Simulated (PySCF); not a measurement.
# Dipole response of Ar⁺ (argon, charge +1)

[Ne] 3s2 3p5, 2P determinant. All numbers are calculated (PySCF 2.14, the non-relativistic Hamiltonian (point nucleus), in aug-cc-pV(T+d)Z). Coupled (time-dependent) response in atomic units; α is the mean over directions.

```tsv
method	mean α (bohr³)	α xx, yy, zz	C₆ (like pair)	S(−4)
UHF	6.804	6.687, 6.862, 6.862	30.63	9.592
PBE	7.074	6.876, 7.173, 7.173	32.11	10.80
PBE0	6.945	6.777, 7.029, 7.029	31.38	10.24
M06-2X	6.964	6.838, 7.027, 7.027	31.01	10.58
wB97X	6.953	6.788, 7.036, 7.036	31.39	10.29
```

S(−4) is the Cauchy moment in α(ω) = α(0) + S(−4) ω² + …

α(iu) at PBE:

| u (hartree) | α(iu) (bohr³) |
| --- | --- |
| 0 | 7.074 |
| 0.0500 | 7.047 |
| 0.100 | 6.968 |
| 0.200 | 6.670 |
| 0.300 | 6.234 |
| 0.500 | 5.183 |
| 0.750 | 3.943 |
| 1.00 | 2.986 |
| 1.50 | 1.801 |
| 2.00 | 1.181 |
| 3.00 | 0.6175 |
| 5.00 | 0.2645 |

A single London oscillator, α(iu) = α/(1 + u²/ω²), gives C₆ = (3/4) ω α². Matching the computed C₆ needs ω = 4 × 32.11 / (3 × 7.074²) = 0.856 hartree.

For an ion, C₆ is the dispersion term alone; charge-induced terms of lower order in 1/R come first.

The components differ because the open shell of this determinant is not spherical; for a pure term their mean is the scalar polarisability.
